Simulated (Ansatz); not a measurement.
System: sum formula SiNH2F3, charge 0, multiplicity 1. 
Coordinates optimised at B3LYP-D3(BJ)/def2-TZVP (Ansatz, a first-principles code):
```
Si
F 1 1.5799
F 1 1.5800 2 110.22
F 1 1.5842 2 105.79 3 113.78
N 1 1.6754 2 109.54 4 125.43
H 5 1.0060 1 122.55 2 160.13
H 5 1.0060 6 112.94 1 -163.97
```
Charge 0, spin multiplicity 1.

Property: atomisation energy (electronic, to ground-state atoms); the coupled-cluster value holds the core correlation from cc-pwCVTZ, in kcal/mol. Cores are frozen in the correlated levels unless marked. Open shells are spin-unrestricted. Spin-orbit coupling is left out. Non-relativistic. CBS marks a two-point X^-3 extrapolation of the correlation energy; Hartree-Fock from the larger set.

Level to compare with: CCSD(T)/CBS(cc-pV(T+d)Z,cc-pV(Q+d)Z) plus the core term (Ansatz), 715.9 kcal/mol. It is a level with limits of its own, and the differences hold the functionals' basis error too.

Problem. Rank these functionals by how close they come to CCSD(T)/CBS(cc-pV(T+d)Z,cc-pV(Q+d)Z), closest first: LC-wPBE/def2-TZVPD (Ansatz); wB97X-V/def2-TZVPD (Ansatz); PBE0/def2-TZVPD (Ansatz).

Solution. wB97X-V/def2-TZVPD (range-separated hybrid with VV10, 708.2 kcal/mol, difference -7.7), LC-wPBE/def2-TZVPD (range-separated hybrid, 705.3 kcal/mol, difference -10.6), PBE0/def2-TZVPD (global hybrid, 694.3 kcal/mol, difference -21.6)
